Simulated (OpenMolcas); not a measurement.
B: effect of the basis set

```yaml
Program: OpenMolcas 26.06
Method: CASSCF
Active_space: 3 electrons in 4 orbitals (2s 2p)
State_averaging: 2S+1 = 4 odd, 1 root (0 in the spin-orbit step); 2S+1 = 2 odd, 3 roots; 2S+1 = 4 even, 3 roots; 2S+1 = 2 even, 5 roots
Spin-orbit_coupling: RASSI with atomic mean-field integrals over the reference wave functions, term energies averaged over their components
```

A. ANO-RCC-VDZP [3s2p1d], DKH2, point nucleus; cost about 13 core-seconds
B. ANO-L-VTZP [4s3p2d1f], non-relativistic, point nucleus; cost roughly 9 core-seconds
C. ANO-RCC-VTZP [4s3p2d1f], DKH2, point nucleus; cost about 13 core-seconds
D. ANO-R2 [4s4p2d1f], X2C, finite nucleus; cost about 9 core-seconds
E. ANO-R3 [4s4p2d1f], X2C, finite nucleus; cost about 6 core-seconds
F. ANO-RCC-VQZP [5s4p3d2f1g], DKH2, point nucleus; cost roughly 8 core-seconds

Energies in cm⁻¹ above 2s² 2p ²P°_1/2, the measured ground level; measured values from NIST Handbook of Basic Atomic Spectroscopic Data.

```tsv
Level	A	B	C	D	E	F	Measured
2s² 2p ²P°_1/2	0.0	0.0	0.0	0.0	0.0	0.0	0.0
2s² 2p ²P°_3/2	14.4	14.5	14.5	14.3	14.3	14.5	15.3
2s 2p² ⁴P_1/2	24110	24071	24117	24128	24128	24113	28870
2s 2p² ⁴P_3/2	24115	24077	24122	24133	24133	24118	28875
2s 2p² ⁴P_5/2	24123	24085	24131	24142	24142	24127	28881
2s 2p² ²D_3/2	55018	54620	54848	54600	54600	54636	47857
2s 2p² ²D_5/2	55018	54620	54848	54600	54600	54636	47857
```

Deviations, from unrounded energies. A percentage is the sum of absolute deviations over the sum of measured energies, with the sign that they share, or ± where signs differ.

```
                  Against measurement  Levels      A      B      C      D      E      F
       mean absolute deviation (cm-1)       6   4800   4700   4700   4600   4600   4600
fine structure of the ground term (%)       1   -5.8   -5.4   -4.8   -6.4   -6.4   -5.0
             other configurations (%)       5  ±15.7  ±15.3  ±15.5  ±15.2  ±15.2  ±15.3
```

A, B, C, D, E, F lie about equally close to measurement. The largest miss of D in the table is 2s 2p² ²D_5/2, by +6700 cm-1. The ranking rests on the paired levels alone, and a cruder setting can come out closer through cancelling errors.

Among A to F the level of the table that moves most is 2s 2p² ²D_3/2, by 420 cm-1 (lowest in E, highest in A).

Without dynamic correlation excited terms often stand tens of per cent too high (terms of higher spin than the ground term too low), and those without a measured partner can miss by more than the paired ones. Measured partners are found by configuration, term and J. A level has none where our copy of the source lacks it or the pairing is in doubt (some pairs that miss far off the trend of their configuration count as doubtful), and it then counts in no deviation. Levels of configurations outside the active space are missing.

° marks odd parity.
